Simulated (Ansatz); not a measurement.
ClH4NOSi, SMILES `N[SiH](O)Cl`, relaxed with RKS PBE-D4/def2-SVP in Ansatz from a rough embedded geometry. The force threshold is 0.03 eV/Å; the program also tests the step.

Charge 0, multiplicity 1.

Start:

```xyz
8

N     1.061    0.410   -0.038
Si   -0.521    0.084   -0.028
O    -0.546   -1.541   -0.135
Cl   -1.392    0.581    1.713
H     1.235    1.449    0.104
H     1.497    0.235   -0.976
H    -1.202    0.775   -1.171
H    -0.133   -1.993    0.530
```

(1) How much energy does the relaxation release, and in how many steps? (Estimate.)

(2) Which bonds change most? (An estimate is asked.)

(3) Give the relaxed structure. (An estimate is asked.)

## Answers

(1) The calculation gave: 0.80 eV, in 8 steps, 1 of them rejected.

(2) Computed: N1–Si2 from 1.616 to 1.728 Å; Si2–Cl4 from 2.009 to 2.089 Å; O3–H8 from 0.904 to 0.975 Å; N1–H5 from 1.062 to 1.022 Å.

(3) Ansatz gave: 
```xyz
8

N     1.093    0.522   -0.113
Si   -0.570    0.050   -0.090
O    -0.706   -1.610   -0.165
Cl   -1.294    0.851    1.699
H     1.373    1.373    0.379
H     1.658    0.373   -0.953
H    -1.466    0.517   -1.188
H    -0.089   -2.076    0.430
```
